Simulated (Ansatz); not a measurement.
Compare A (`C[Si]1([SiH3])CC1`) with its isomer B (`C=C(C)[SiH2][SiH3]`).

Program: Ansatz. Geometries: PBE0-D4/def2-TZVP. ΔE: electronic, gas phase. CCSD(T)/CBS adds triple-zeta CCSD(T) − MP2 to the extrapolated MP2 energy (def2 sets, frozen cores). Functionals use def2-TZVPP. B3LYP here is the variant with VWN-RPA as its local correlation; programs differ in this. One conformer a species, not always the lowest.

A:

```xyz
15

C     1.653   -1.208    0.074
Si    0.158   -0.091   -0.012
Si    0.194    1.721   -1.459
C    -0.917    0.067    1.495
C    -1.508   -0.812    0.380
H     2.543   -0.655    0.383
H     1.476   -2.004    0.801
H     1.859   -1.669   -0.894
H     1.295    2.669   -1.132
H     0.367    1.296   -2.875
H    -1.104    2.440   -1.335
H    -1.431    1.000    1.699
H    -0.614   -0.448    2.401
H    -2.395   -0.432   -0.117
H    -1.575   -1.875    0.591
```

B:

```xyz
15

C    -1.128   -0.222    1.852
C    -0.089   -0.147    1.022
C     1.025   -1.150    1.050
Si   -0.014    1.231   -0.244
Si   -0.171    0.369   -2.418
H    -1.210   -1.020    2.587
H    -1.933    0.505    1.836
H     0.864   -1.905    1.823
H     1.987   -0.664    1.240
H     1.122   -1.663    0.088
H     1.283    1.960   -0.130
H    -1.126    2.190   -0.001
H    -1.481   -0.308   -2.615
H     0.909   -0.629   -2.659
H    -0.038    1.451   -3.431
```

Q: Which is lower in electronic energy at CCSD(T)/CBS, and by how much? (Best estimate.)

A: The calculation gave: A, by 5.9 kJ/mol.

Q: Give E(B) − E(A) in kJ/mol with LDA (SPW92), PBE-D4, B2PLYP, MP2/def2-TZVPP, B3LYP, BLYP-D4, ωB97M-V. (Estimate.)

A: The calculation gave: LDA (SPW92) 33.0, PBE-D4 19.7, B2PLYP 3.5, MP2/def2-TZVPP 16.6, B3LYP -0.5, BLYP-D4 -7.2, ωB97M-V 14.2. The order is the other way round with B3LYP, BLYP-D4.

Q: Does the order hold for the free energy at 298.15 K (harmonic terms from PBE0-D4)? (Estimate.)

A: The calculation gave: No: G(B) − G(A) = -5.8 kJ/mol, for one conformer each. Modes under 60 cm⁻¹, often nearly free rotors, make the harmonic entropy too high.

Largest T1 diagnostic: 0.012.

Leaving LDA and LC-ωPBE aside and taking each functional with its dispersion term where it has one, the values, not all of them listed here, spread over 29.8 kJ/mol, from BLYP-D4 to PBE-QIDH. LDA lies +12.1 kJ/mol from PBE without D4. At CCSD(T), def2-SVP lies −20.1 kJ/mol from the extrapolated value and def2-TZVPP −1.6 kJ/mol.
